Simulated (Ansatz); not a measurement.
Computed with Ansatz on PBE0-D4/def2-TZVP structures; ΔE is electronic, products minus reactants. CBS: MP2 limit from def2 TZ/QZ plus the TZ coupled-cluster correction, frozen cores. This one scheme is used for every species. DFT in def2-TZVPP. B3LYP here is the variant with VWN-RPA as its local correlation; programs differ in this. HSE06 is defined as in plane-wave codes. For Ga, Se outer-core shells are correlated without core-valence functions, which leaves a few kJ/mol of doubt a bond. Scalar relativity is left out up to krypton. Each species was taken in one conformer, which may not be the lowest.

`C[O][GaH][SeH]` + `CB(N)O` → `CCB(N)O` + `[OH][GaH][SeH]`  (formal exchange of groups at a C–O bond)

`C[O][GaH][SeH]`:

Z-matrix (Å, degrees):
```
C
O 1 1.405
H 1 1.096 2 109.9
H 1 1.095 2 109.9 3 118.7
H 1 1.099 2 113.3 3 -120.6
Ga 2 1.781 1 123.0 3 120.2
Se 6 2.312 2 113.3 1 -179.9
H 6 1.557 2 120.8 1 0.1
H 7 1.469 6 90.5 2 0.0
```

`CB(N)O`:

Z-matrix (Å, degrees):
```
C
B 1 1.579
H 1 1.095 2 110.9
H 1 1.092 2 113.4 3 120.9
H 1 1.095 2 110.9 3 -118.2
N 2 1.404 1 122.1 3 -120.8
O 2 1.379 1 121.6 3 59.2
H 6 1.005 2 122.2 1 180.0
H 6 1.002 2 123.1 1 -0.0
H 7 0.957 2 112.7 1 0.0
```

`CCB(N)O`:

Z-matrix (Å, degrees):
```
C
C 1 1.527
H 1 1.094 2 111.3
H 1 1.093 2 111.8 3 120.2
H 1 1.092 2 110.9 3 -119.2
B 2 1.578 1 114.1 3 63.5
H 2 1.096 1 110.1 3 -61.6
H 2 1.098 1 109.0 3 -176.8
O 6 1.377 2 117.2 1 43.2
N 6 1.410 2 121.2 1 -137.6
H 9 0.959 6 114.4 2 179.4
H 10 1.004 6 121.7 2 1.3
H 10 1.005 6 124.9 2 -177.5
```

`[OH][GaH][SeH]`:

```xyz
6

O    -0.044    1.579   -0.201
Ga    0.810    0.034    0.043
Se   -0.420   -1.935    0.221
H    -0.999    1.508   -0.249
H     2.357    0.057    0.129
H    -1.704   -1.242    0.057
```

| level | ΔE (kJ/mol) | difference from CCSD(T)/CBS |
| --- | --- | --- |
| LDA (SPW92) | -40.5 | 4.3 |
| PBE-D4 | -39.9 | 4.9 |
| revPBE-D4 | -40.7 | 4.1 |
| BLYP-D4 | -34.6 | 10.2 |
| r2SCAN-D4 | -39.6 | 5.2 |
| B97M-V | -38.6 | 6.2 |
| PBE0-D4 | -41.9 | 2.9 |
| B3LYP-D4 | -36.5 | 8.3 |
| r2SCANh-D4 | -40.5 | 4.3 |
| r2SCAN0-D4 | -41.8 | 3.0 |
| HSE06-D4 | -41.8 | 3.0 |
| CAM-B3LYP-D4 | -36.9 | 7.9 |
| ωB97X-V | -39.7 | 5.1 |
| ωB97M-V | -42.2 | 2.6 |
| B2PLYP | -39.3 | 5.5 |
| PBE-QIDH | -44.5 | 0.3 |
| PBE | -39.1 | 5.7 |
| revPBE | -38.1 | 6.7 |
| BLYP | -33.1 | 11.7 |
| r2SCAN | -39.4 | 5.4 |
| PBE0 | -41.3 | 3.5 |
| B3LYP | -35.5 | 9.3 |
| r2SCANh | -40.3 | 4.5 |
| r2SCAN0 | -41.5 | 3.3 |
| HSE06 | -41.3 | 3.5 |
| LC-ωPBE | -41.6 | 3.2 |
| RPA@PBE/def2-TZVPP | -38.8 | 6.0 |
| HF/def2-SVP | -28.7 | 16.1 |
| MP2/def2-SVP | -42.5 | 2.3 |
| CCSD/def2-SVP | -37.3 | 7.5 |
| CCSD(T)/def2-SVP | -37.3 | 7.5 |
| HF/def2-TZVPP | -34.6 | 10.2 |
| MP2/def2-TZVPP | -47.4 | -2.6 |
| SCS-MP2/def2-TZVPP | -43.3 | 1.5 |
| CCSD/def2-TZVPP | -42.4 | 2.4 |
| CCSD(T)/def2-TZVPP | -42.7 | 2.1 |
| SCS-MP2/def2-QZVPP | -44.7 | 0.1 |
| HF/CBS(def2) | -34.7 | 10.1 |
| MP2/CBS(def2) | -49.5 | -4.7 |
| CCSD/CBS(def2) | -44.5 | 0.3 |
| CCSD(T)/CBS | -44.8 | 0 |

Largest T1 diagnostic among the species: 0.013.

From BLYP to BHLYP (50 % exact exchange), in def2-TZVPP and without D4, ΔE moves by −4.0 kJ/mol. In def2-TZVPP, CCSD(T) changes the Hartree–Fock value by −8.1 kJ/mol (the triples alone add −0.3 kJ/mol) and MP2 by −12.8 kJ/mol. At CCSD(T), def2-SVP lies +7.5 kJ/mol from the extrapolated value and def2-TZVPP +2.1 kJ/mol.
